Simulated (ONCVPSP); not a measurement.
**gallium (Ga): ONCV pseudisation with PBE, scalar-relativistic reference atom.**

```json
{
 "Element": "gallium (Ga)",
 "Generator": "ONCVPSP 4.0.1",
 "Type": "optimised norm-conserving Vanderbilt (ONCV)",
 "Functional": "PBE",
 "Relativity": "scalar-relativistic",
 "Frozen core": "[Ne]",
 "Valence charge": "21",
 "Reference configuration": "3s2 3p6 3d10 4s1.5 4p1.5",
 "Partial waves": "3s+4s: rc 1.05 bohr, ncon 3, nbas 8, qcut 14.6 1/bohr, 2 projectors; 3p+4p: rc 1.20 bohr, ncon 4, nbas 7, qcut 12.5 1/bohr, 2 projectors; 3d: rc 0.95 bohr, ncon 5, nbas 9, qcut 14.5 1/bohr, 3 projectors, debl 2.2 Ha",
 "Local potential": "polynomial inside 0.70 bohr (lpopt 3, dvloc0 1 Ha)",
 "Core correction": "polynomial model core, fcfact 0.65"
}
```

- Cutoffs needed: 103 Ha and 289 Ha (the cutoffs (Ha) at which the residual kinetic energy of the hardest occupied pseudo-wave falls to 1 and 0.1 mHa per electron)
- Ghost test: no bound ghost flagged; GHOST(+) flags only above 600 eV
- Largest excitation error: -1.1 meV (all-electron minus pseudo) for 3s2 3p6 3d10 4s1 4p0, out of 4 test configurations
- rms error of d²Exc/dni dnj: 1.45 mHa without and 1.42 mHa with the model core
